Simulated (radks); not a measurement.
Q: These are the eigenvalues of the occupied orbitals of an atom or ion with whole-number occupations (eV). Method: non-relativistic Kohn-Sham, PBE, spin-polarised, spherical densities, point nucleus; computed with a radial shooting solver on a logarithmic mesh with Libxc functionals.

| orbital | eigenvalue |
|---|---|
| 1s up | -50289.89 |
| 1s down | -50289.73 |
| 2s up | -8133.369 |
| 2s down | -8133.180 |
| 2p up | -7754.994 |
| 2p down | -7754.789 |
| 3s up | -1872.190 |
| 3s down | -1868.690 |
| 3p up | -1702.222 |
| 3p down | -1699.007 |
| 3d up | -1385.371 |
| 3d down | -1383.031 |
| 4s up | -435.5868 |
| 4s down | -429.4372 |
| 4p up | -368.1167 |
| 4p down | -361.9749 |
| 4d up | -247.2145 |
| 4d down | -241.0674 |
| 5s up | -120.1448 |
| 5s down | -115.4631 |
| 5p up | -99.6309 |
| 4f up | -96.7426 |
| 5p down | -95.3327 |
| 4f down | -90.5874 |

Which element is it, and in what charge state? The configuration may be excited. Open shells, if any, are filled with parallel spins first.

A: Z = 66, dysprosium, charge +6: Dy6+ in [Kr] 4d10 4f8 5s2 5p4. The list shows which subshells hold electrons but not how many an open one holds; the 1s level, -1848.1 hartree, gives Z - s = 60.8 by -(Z - s)^2/2, which with screening narrows Z to a few neighbours, and the depths of the outer levels then fix element, charge and occupations together.
